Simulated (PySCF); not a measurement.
## Electron correlation in Ge⁺ (germanium, charge +1)

[Ar] 3d10 4s2 4p1, 2P determinant. Computed with PySCF 2.14 in x2c-TZVPall (6s5p4d1f, 48 functions), with scalar relativity by spin-free X2C-1e. Frozen: [Ar] 3d10; 3 electrons correlated.

MP2 pair energies summed by pair of shells (mhartree):

```json
{"pair": "4s-4s", "energy": "-20.64", "share (%)": "56.4"}
{"pair": "4s-4p", "energy": "-15.99", "share (%)": "43.6"}
```

Total MP2 correlation energy: -36.63 mhartree.

Same-spin part -2.50 and opposite-spin part -34.13 mhartree; SCS-MP2 scales them by 1/3 and 6/5 to -41.79 mhartree.

```
  level  correlation energy (mhartree)
   CCSD                         -50.02
    (T)                          -0.75
CCSD(T)                         -50.77
```

Diagnostics: T1 = 0.0098, D1 = 0.0231, largest double amplitude 0.093.

Cost of the coupled-cluster step: 0.76 s of wall time on 1 thread of Neoverse-N1 (shared host), for 3 correlated electrons.

Iterations:

```
CC2 = 0
CCSD nocc = (np.int64(2), np.int64(1)), nmo = (34, 34)
frozen orbitals [[0, 1, 2, 3, 4, 5, 6, 7, 8, 9, 10, 11, 12, 13], [0, 1, 2, 3, 4, 5, 6, 7, 8, 9, 10, 11, 12, 13]]
max_cycle = 100
direct = 0
conv_tol = 1e-08
conv_tol_normt = 1e-06
diis_space = 8
diis_start_cycle = 0
Init t2, MP2 energy = -0.0366297117413946
Init E_corr(UCCSD) = -0.0366297117416056
cycle = 1  E_corr(UCCSD) = -0.0453145110445717  dE = -0.0086847993  norm(t1,t2) = 0.0462106
cycle = 2  E_corr(UCCSD) = -0.0481272565057223  dE = -0.00281274546  norm(t1,t2) = 0.018955
cycle = 3  E_corr(UCCSD) = -0.0500264607684487  dE = -0.00189920426  norm(t1,t2) = 0.00854687
cycle = 4  E_corr(UCCSD) = -0.0500098952717122  dE = 1.65654967e-05  norm(t1,t2) = 0.00101204
cycle = 5  E_corr(UCCSD) = -0.0500204752278033  dE = -1.05799561e-05  norm(t1,t2) = 0.000116758
cycle = 6  E_corr(UCCSD) = -0.050017645899998  dE = 2.82932781e-06  norm(t1,t2) = 1.91779e-05
cycle = 7  E_corr(UCCSD) = -0.0500188576778388  dE = -1.21177784e-06  norm(t1,t2) = 4.85744e-06
cycle = 8  E_corr(UCCSD) = -0.0500185055391282  dE = 3.52138711e-07  norm(t1,t2) = 1.4322e-06
cycle = 9  E_corr(UCCSD) = -0.0500185267409192  dE = -2.1201791e-08  norm(t1,t2) = 1.90638e-07
cycle = 10  E_corr(UCCSD) = -0.0500185349261449  dE = -8.18522566e-09  norm(t1,t2) = 4.90997e-08
UCCSD converged
E(UCCSD) = -2096.825763108106  E_corr = -0.05001853492614485
UCCSD(T) correction = -0.000751165925336213
```
